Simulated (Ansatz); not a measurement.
`CB(F)F`, 7 atoms. The species carries charge 0 and has multiplicity 1. All runs use 4 threads of an Arm Neoverse V1 on a shared host. Correlated methods freeze the cores. Open-shell runs search over several starts.

**Question.** Give the basis size and wall time and peak host memory of each of these runs in Ansatz. UKS r2SCAN-D4/def2-TZVPP energy of the cation; RHF-CCSD(T)/def2-SVP energy; RKS PBE0-D4/def2-QZVPP energy; RHF-CCSD(T)/def2-TZVPP energy; UKS ωB97X-V/def2-TZVPP energy of the cation; RKS PBE0-D4/def2-TZVP relaxation (5 steps); RKS ωB97M-V/def2-QZVPP energy; UHF-MP2/def2-QZVPP energy of the cation; UKS PBE0-D4/def2-TZVPP energy of the cation; UKS B2PLYP (frozen core)/def2-TZVPP energy of the cation; RKS PBE0-D4/def2-TZVP frequencies; RKS r2SCAN-D4/def2-TZVPP energy and forces. (Estimate.)

**Answer.** Computed: Other jobs shared the machine, so times are rough.

| level | job | functions | wall time | peak host memory (GiB) |
| --- | --- | --- | --- | --- |
| RHF-CCSD(T)/def2-SVP | energy | 71 | 1 s | 0.2 |
| RKS r2SCAN-D4/def2-TZVPP | energy and forces | 166 | 2 s | 0.17 |
| RKS PBE0-D4/def2-QZVPP | energy | 318 | 2.6 s | 0.76 |
| UKS PBE0-D4/def2-TZVPP | energy of the cation | 166 | 3.2 s | 0.34 |
| UKS B2PLYP (frozen core)/def2-TZVPP | energy of the cation | 166 | 4.9 s | 0.37 |
| UKS r2SCAN-D4/def2-TZVPP | energy of the cation | 166 | 6.5 s | 0.28 |
| RKS ωB97M-V/def2-QZVPP | energy | 318 | 7 s | 0.93 |
| RKS PBE0-D4/def2-TZVP | relaxation (5 steps) | 142 | 7.5 s | 0.23 |
| UKS ωB97X-V/def2-TZVPP | energy of the cation | 166 | 8 s | 0.46 |
| UHF-MP2/def2-QZVPP | energy of the cation | 318 | 21 s | 1.1 |
| RHF-CCSD(T)/def2-TZVPP | energy | 166 | 23 s | 1.5 |
| RKS PBE0-D4/def2-TZVP | frequencies | 142 | 33 s | 0.23 |
